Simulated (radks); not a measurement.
Task: All-electron atom: the calcium ion Ca+ in [Ar] 7d1 (not the ground configuration). Method: scalar-relativistic Kohn-Sham, PBEsol, spin-polarised, spherical densities, finite nucleus; open shells are filled with parallel spins first; Fermi nuclear charge, rms radius 3.4776 fm; computed with a radial shooting solver on a logarithmic mesh with Libxc functionals. Some entries of the table are withheld. Estimate them.

orbital,occ.,eigenvalue (hartree),<1/r> (bohr^-1)
1s down,1,-145.4580,19.72
1s up,1,-145.4580,19.72
2s up,1,-15.71892,4.042
2s down,1,-15.71879,4.042
2p up,3,-12.80532,3.947
2p down,3,-12.80522,3.947
3s up,1,-2.22931,1.213
3s down,1,-2.22897,1.213
3p up,3,-1.52741,1.085
3p down,3,-1.52703,1.085
7d up,1,-0.04647,(1)

Result: 
(1) 7d up <1/r> (bohr^-1): 0.05612
